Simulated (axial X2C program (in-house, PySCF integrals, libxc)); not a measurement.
# RbH along the bond: BHandHLYP, two-component

All values were computed with an in-house relativistic program for diatomic molecules. Two-component (2c) means X2C with spin–orbit coupling and atomic mean-field two-electron Coulomb and Gaunt terms. Basis: Rb dyall-cv3z [12s13p8d4f1g], H dyall-v3z [6s2p1d] (cores contracted in-house); Gaussian nuclei, density fitting, unrestricted open shells. Masses: Rb 84.912 u, H 1.008 u.

State: Ω = 0 (closed shell). Dipoles are positive if H is the positive end.

```csv
R (Å),μ (D),HOMO (eV),LUMO (eV)
2.051,-6.973,-5.16,-0.64
2.145,-7.366,-5.13,-0.69
2.216,-7.653,-5.10,-0.73
2.286,-7.933,-5.07,-0.77
2.357,-8.209,-5.03,-0.81
2.439,-8.526,-4.98,-0.86
2.522,-8.838,-4.93,-0.90
2.628,-9.233,-4.86,-0.96
2.758,-9.709,-4.77,-1.04
2.946,-10.389,-4.65,-1.14
```

(1) The minimum lies at 2.369 Å. What is the dipole moment there, and its slope?

The state is one determinant whose occupation by symmetry is held fixed; it was picked as the lowest of a PBE0 search that is not exhaustive. Closed shells are restricted here (equal orbitals for both partners); the stretched side of such a curve lies too high.

## Answers

(1) At BHandHLYP, 2c, with the sign and origin stated: μ = -8.26 D, dμ/dR = -3.86 D/Å.
